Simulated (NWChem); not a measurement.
## Converging the integration grid for GeHF2 (SMILES [F][GeH][F])

GeHF2: 4 atoms, total charge 0, spin state doublet. SMILES: `[F][GeH][F]`. The coordinates come from a PBE0-D4/def2-TZVP relaxation.

| atom | x (Å) | y (Å) | z (Å) |
| --- | --- | --- | --- |
| F | -0.2503 | -0.0504 | 1.5519 |
| Ge | 0.4994 | -0.0865 | -0.0095 |
| F | -0.4468 | -1.2348 | -0.8968 |
| H | 0.2532 | 1.3114 | -0.6658 |

Program: NWChem 7.3.0. Method: UPBE/cc-pVDZ. Swept: integration grid. Watched: the total energy. Each run: energy. Hardware: 1 thread of Intel Xeon Platinum 8252C at 3.80GHz (Skylake/Cascade Lake), shared host.

The last row is the best point of the sweep, not the limit.

**Question.** The candidates, from coarse to fine: lebedev 20 3; lebedev 35 6; lebedev 50 8; lebedev 75 11; lebedev 99 14; lebedev 150 18. Estimate which is the coarsest that holds the total energy within 5 mEh of the last.

**Answer.** lebedev 35 6: it is 1.711 mEh off and takes 38 s, against 57 s for lebedev 150 18.

```tsv
integration grid	energy (Eh)	from the best (mEh)	wall time
lebedev 20 3	-2240.188349	+36591.762	47 s
lebedev 35 6	-2276.778399	+1.711	38 s
lebedev 50 8	-2276.780151	-0.040	38 s
lebedev 75 11	-2276.780113	-0.002	39 s
lebedev 99 14	-2276.780111	0.000	44 s
lebedev 150 18	-2276.780111	0.000	57 s
```
